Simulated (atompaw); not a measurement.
**Reading a pseudo-wave (Zr)**

Columns: radius, all-electron u(r) and pseudo u(r) of the 5p shell (level -1.63 eV) of zirconium in the configuration [Ar] 3d10 4s2 4p6 4d2 5s1.75 5p0.25; PBE, scalar-relativistic, PAW (atompaw) scheme, atompaw 4.2.0.5.

```tsv
r (bohr)	all-electron	pseudo
0.112	-0.0622	-0.0001
0.223	0.0618	-0.0005
0.335	0.1158	-0.0009
0.446	0.0758	-0.0012
0.558	-0.0047	-0.0011
0.669	-0.0848	-0.0002
0.781	-0.1470	0.0017
0.892	-0.1847	0.0051
1.004	-0.1992	0.0103
1.115	-0.1938	0.0176
1.227	-0.1727	0.0274
1.338	-0.1406	0.0396
1.450	-0.1007	0.0547
1.562	-0.0563	0.0726
1.673	-0.0103	0.0928
1.785	0.0365	0.1157
1.896	0.0820	0.1405
2.008	0.1262	0.1673
2.119	0.1677	0.1951
2.231	0.2069	0.2239
2.342	0.2430	0.2527
2.454	0.2766	0.2814
2.565	0.3070	0.3090
2.677	0.3348	0.3354
2.788	0.3596	0.3597
2.900	0.3820	0.3820
```

(1) How many radial nodes do the two functions have?

(2) Is the pseudo-wave norm-conserving?

## Answers

(1) The all-electron 5p function has n − l − 1 = 3; the pseudo-wave has 1, since 1 lower shell of the same l stays in the valence.

(2) No, it belongs to a PAW set: the norm inside the radius is not constrained, and the difference is carried by the augmentation charge.
